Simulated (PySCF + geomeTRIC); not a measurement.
Species: [Ta(Cl)3(OH)2] (charge 0, multiplicity 1).

Question: Give a relaxed geometry from PySCF + geomeTRIC with BP86-D3(BJ)/def2-SVP.

Answer: Several could match; the one computed here: the end point of this relaxation, one of several conformers.
Cartesian coordinates (Å) in one orientation:
```xyz
8

Ta    -0.098    -0.209    -0.075
Cl     1.838    -0.107     1.315
Cl     0.203    -2.485    -0.408
Cl     0.875     1.259    -1.588
O     -1.031     0.441     1.474
H     -0.474     0.590     2.266
O     -1.766    -0.176    -0.946
H     -2.712    -0.018    -1.099
```
